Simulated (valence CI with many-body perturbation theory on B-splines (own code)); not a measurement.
Pb: electric-dipole lines

Method: configuration interaction combined with many-body perturbation theory (CI+MBPT): four valence electrons over a frozen Dirac-Fock core [Xe] 4f14 5d10, radial functions for each j: 11 s, 11 p, 10 d, 8 f, 5 g, 2 h, with the one-electron correlation potential Σ1 (screened to all orders), the two-electron term Σ2, the three-electron term Σ3, Breit, model QED; selected single and double excitations, second order for the rest, scaled by the run's own slope (own B-spline code, finite nucleus).

Set against measurement, 21 paired levels are off by 188 cm⁻¹ on average, the worst by 486. These come from a selection out of the NIST Handbook of Basic Atomic Spectroscopic Data. Levels without a partner in it may be off by more. Among the levels kept, up to 270 cm⁻¹ of a level comes from second order outside the variational space, and about a tenth of that is noise between levels of different J, which matters for small intervals.

Lines 51 to 100 of 341 in falling wavelength, among levels below 57141 cm⁻¹, chosen from the strongest by gf and those to the six lowest levels. Wavelengths and rates use the calculated energies, so an error of 200 cm⁻¹ moves a line at 3154 nm by 6.3 % and its rate by three times that or more. Electric multipoles are in the length gauge, E1 and E2 with the static RPA response of the core. Weak lines are less certain than strong ones. Lines between different terms over intervals too small for the method are left out, as are lines whose strength nearly cancels and 4 of this kind that miss the measured wavelength by over 7 %. Where a level lies close to another of its J and parity, the split of strength between their lines is uncertain. The highest levels of a list are the least certain.

Levels are named by their leading jj configuration (3d3/2^4 stands for four electrons in 3d with j = 3/2), which in mixed levels can hold well under half, so a name can repeat and another be missing.

```csv
λ vac (nm),λ from measured levels,Upper,Lower,A (s⁻¹),S (a.u.)
3379,,(6s^2 6p1/2 10p1/2) J=0,(6s^2 6p1/2 9s) J=1,1.73e+05,3.29e+00
3337,,(6s^2 6p1/2 10p3/2) J=1,(6s^2 6p1/2 9s) J=1,8.33e+04,4.58e+00
3325,,(6s^2 6p1/2 10p3/2) J=2,(6s^2 6p1/2 9s) J=1,2.32e+05,2.10e+01
3316,,(5f5/2 6s^2 6p1/2) J=2,(6s^2 6p3/2 7s) J=1,4.91e+05,4.42e+01
3315,,(6s^2 6p1/2 8p1/2) J=0,(6s^2 6p1/2 8s) J=1,3.46e+06,6.23e+01
3290,,(6s^2 6p1/2 10p3/2) J=1,(6s^2 6p1/2 9s) J=0,1.93e+05,1.02e+01
3287,,(6s^2 6p1/2 6f7/2) J=3,(6s^2 6p1/2 7d5/2) J=2,1.66e+06,2.03e+02
3274,,(6s^2 6p1/2 6f5/2) J=3,(6s^2 6p1/2 7d5/2) J=2,3.13e+05,3.80e+01
3264,,(6s^2 6p1/2 6f5/2) J=2,(6s^2 6p1/2 7d5/2) J=2,8.08e+04,6.94e+00
3240,,(6s^2 6p1/2 8d3/2) J=2,(6s^2 6p1/2 8p3/2) J=2,4.23e+05,3.55e+01
3195,,(6s^2 6p1/2 8d3/2) J=2,(6s^2 6p1/2 8p3/2) J=1,3.73e+04,3.00e+00
3191,,(6s^2 6p1/2 8p3/2) J=1,(6s^2 6p1/2 8s) J=1,1.12e+06,5.38e+01
3175,,(6s^2 6p1/2 8d5/2) J=2,(6s^2 6p1/2 8p3/2) J=2,6.05e+04,4.78e+00
3156,,(6s^2 6p1/2 8p3/2) J=1,(6s^2 6p1/2 8s) J=0,2.58e+06,1.20e+02
3154,3182,(6s^2 6p1/2 6d5/2) J=2,(6s^2 6p1/2 7p1/2) J=1,1.79e+04,1.38e+00
3147,,(6s^2 6p1/2 8p3/2) J=2,(6s^2 6p1/2 8s) J=1,3.73e+06,2.87e+02
3132,,(6s^2 6p1/2 8d5/2) J=2,(6s^2 6p1/2 8p3/2) J=1,1.54e+06,1.17e+02
3105,,(6s^2 6p1/2 8d5/2) J=3,(6s^2 6p1/2 8p3/2) J=2,1.45e+06,1.50e+02
3100,,(6s^2 6p1/2 8d3/2) J=1,(6s^2 6p1/2 8p3/2) J=2,5.20e+04,2.29e+00
3079,3175,(6s^2 6p1/2 6d3/2) J=1,(6s^2 6p1/2 7p1/2) J=1,4.82e+05,2.09e+01
3075,,(6s^2 6p1/2 6f7/2) J=3,(6s^2 6p1/2 7d3/2) J=2,2.01e+05,2.02e+01
3064,,(6s^2 6p1/2 6f5/2) J=3,(6s^2 6p1/2 7d3/2) J=2,1.45e+06,1.44e+02
3058,,(6s^2 6p1/2 8d3/2) J=1,(6s^2 6p1/2 8p3/2) J=1,1.79e+05,7.57e+00
3055,,(6s^2 6p1/2 6f5/2) J=2,(6s^2 6p1/2 7d3/2) J=2,2.14e+05,1.50e+01
2952,,(6s^2 6p1/2 8d3/2) J=1,(6s^2 6p1/2 8p1/2) J=0,7.07e+05,2.69e+01
2790,,(6s^2 6p1/2 9d3/2) J=2,(5f5/2 6s^2 6p1/2) J=3,2.07e+04,1.11e+00
2735,,(6s^2 6p1/2 9d5/2) J=3,(5f7/2 6s^2 6p1/2) J=4,2.69e+04,1.90e+00
2682,2579,(6s^2 6p1/2 8s) J=1,(6s^2 6p1/2 7p3/2) J=2,3.96e+06,1.13e+02
2675,,(6s^2 6p1/2 8d3/2) J=2,(6s^2 6p1/2 8p1/2) J=1,9.31e+05,4.40e+01
2636,,(6s^2 6p1/2 6g7/2) J=3,(5f5/2 6s^2 6p1/2) J=2,1.00e+06,6.34e+01
2635,,(6s^2 6p1/2 6g9/2) J=5,(5f7/2 6s^2 6p1/2) J=4,1.10e+06,1.09e+02
2631,,(6s^2 6p1/2 6g9/2) J=4,(5f5/2 6s^2 6p1/2) J=3,1.15e+04,9.30e-01
2630,,(6s^2 6p1/2 8d5/2) J=2,(6s^2 6p1/2 8p1/2) J=1,6.27e+04,2.82e+00
2630,,(6s^2 6p1/2 6g7/2) J=4,(5f5/2 6s^2 6p1/2) J=3,1.07e+06,8.64e+01
2629,,(6s^2 6p1/2 6g7/2) J=3,(5f5/2 6s^2 6p1/2) J=3,3.17e+04,1.99e+00
2626,,(6s^2 6p1/2 6g9/2) J=4,(5f7/2 6s^2 6p1/2) J=4,3.83e+04,3.08e+00
2625,,(6s^2 6p1/2 6g7/2) J=4,(5f7/2 6s^2 6p1/2) J=4,3.10e+04,2.49e+00
2624,,(6s^2 6p1/2 6g9/2) J=4,(5f7/2 6s^2 6p1/2) J=3,1.06e+06,8.53e+01
2621,,(6s^2 6p1/2 6g7/2) J=3,(5f7/2 6s^2 6p1/2) J=3,5.77e+04,3.59e+00
2617,,(6s^2 6p1/2 10p1/2) J=0,(6s^2 6p1/2 7d3/2) J=1,2.99e+05,2.64e+00
2610,,(6s^2 6p1/2 10s) J=1,(6s^2 6p1/2 8p3/2) J=2,3.55e+05,9.35e+00
2601,,(6s^2 6p1/2 8s) J=0,(6s^2 6p1/2 7p3/2) J=1,5.34e+06,4.64e+01
2600,,(6s^2 6p1/2 11p1/2) J=1,(6s^2 6p1/2 9s) J=1,5.53e+04,1.44e+00
2595,,(6s^2 6p1/2 10s) J=0,(6s^2 6p1/2 8p3/2) J=1,4.41e+05,3.80e+00
2581,,(6s^2 6p1/2 10s) J=1,(6s^2 6p1/2 8p3/2) J=1,7.33e+04,1.87e+00
2578,,(6s^2 6p1/2 8d3/2) J=1,(6s^2 6p1/2 8p1/2) J=1,1.75e+05,4.43e+00
2578,2493,(6s^2 6p1/2 8s) J=1,(6s^2 6p1/2 7p3/2) J=1,8.34e+05,2.12e+01
2561,,(6s^2 6p1/2 11p1/2) J=0,(6s^2 6p1/2 9s) J=1,1.34e+05,1.11e+00
2549,,(6s^2 6p1/2 11p3/2) J=2,(6s^2 6p1/2 9s) J=1,1.12e+05,4.59e+00
2541,,(6s^2 6p1/2 11p3/2) J=1,(6s^2 6p1/2 9s) J=0,7.92e+04,1.93e+00
```
